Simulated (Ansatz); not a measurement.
Cartesian coordinates (Å):
SMILES: [SiH3]N[SiH3]
```xyz
10

Si    -1.5514    -0.1734    -0.0077
N      0.1019    -0.4896    -0.3889
Si     1.5152     0.3494     0.1374
H     -1.6053     1.1454     0.6699
H     -2.1390    -1.2040     0.8937
H     -2.3832    -0.1431    -1.2418
H      0.2691    -1.3152    -0.9482
H      2.3998     0.6723    -1.0155
H      1.0677     1.6011     0.7963
H      2.3252    -0.4429     1.1049
```
Charge 0, spin multiplicity 1.

Calculation: Ansatz (an electronic-structure program) with frozen-core CCSD(T)/cc-pVTZ // PBE0-D4/def2-TZVP.

| Quantity | Result |
|---|---|
| HF energy | -636.48290 Ha |
| MP2 correlation energy | -0.47179 Ha |

Q: Estimate the CCSD correlation energy, the (T) correction, the total energy and the T1 diagnostic.

A: 
```json
{
  "CCSD correlation energy": "-0.52067 Ha",
  "(T) correction": "-0.01731 Ha",
  "CCSD(T) total energy": "-637.02088 Ha",
  "T1 diagnostic": "0.010"
}
```
